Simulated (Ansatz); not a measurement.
# Worked example: C2H6O + SbH2 → C2H5O + SbH3

Gas-phase species: C2H6O (dimethyl ether) `COC`, singlet; SbH2 `[SbH2]`, doublet; C2H5O (methoxymethyl) `[CH2]OC`, doublet; SbH3 (stibine) `[SbH3]`, singlet. A radical takes H: the energy is the difference in strength between the C–H bond broken and the Sb–H bond made.

Shapes, held fixed at every level: PBE0-D4/def2-TZVP. Flexible molecules stand in one conformer, not always the lowest. Programs: Ansatz 0.2.0. The zero-point and thermal change to 298 K, harmonic and unscaled (PBE0-D4/def2-TZVP), is -14.0 kJ/mol.

At CCSD(T)/def2-TZVPP; 1 Eh = 2625.50 kJ/mol:

```
species  energy (Eh)
  C2H6O  -154.781379
   SbH2  -240.757611
  C2H5O  -154.118253
   SbH3  -241.368975
```

Problem. Work out ΔH(298 K) of the reaction at this level.

Solution. 
1. Products less reactants: (-154.118253) + (-241.368975) − [(-154.781379) + (-240.757611)] = 0.051762 Eh = +135.9 kJ/mol.
2. With the thermal change: +135.9 + (-14.0) = +121.9 kJ/mol.

Other levels give +110.4 (r2SCAN-D4/def2-TZVPP) to +129.9 kJ/mol (CCSD(T)/def2-SVP). No measured value is set beside it here. Open shells run unrestricted. For atoms past krypton def2 sets carry core potentials with scalar relativity. Outer-core shells of Sb are correlated, in sets that cover them unevenly.
